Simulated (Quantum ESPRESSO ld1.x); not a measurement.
Problem. The mean radii <r> (bohr) of the occupied orbitals of an atom or ion are listed with their occupations. Calculated with ld1.x of Quantum ESPRESSO 7.5: scalar-relativistic Kohn-Sham, LDA (Slater exchange, Perdew-Zunger correlation), spin-polarised, spherical densities, point nucleus.

| orbital | occ. | <r> |
|---|---|---|
| 1s up | 1 | 0.03518 |
| 1s down | 1 | 0.03518 |
| 2s up | 1 | 0.1511 |
| 2s down | 1 | 0.1510 |
| 2p up | 3 | 0.1311 |
| 2p down | 3 | 0.1311 |
| 3s up | 1 | 0.3656 |

Name the element and its charge. Open shells, if any, are filled with parallel spins first.

Solution. Z = 42, molybdenum, charge +31: Mo31+ in [Ne] 3s1. The 1s radius gives Z: for a bare nucleus <r> = (2 gamma + 1)/(2Z) with gamma = sqrt(1 - (Z/c)^2), 0.03457 bohr for Z = 42, and screening makes it slightly larger (0.03518 here). The occupations add up to 11, and the charge is Z minus that.
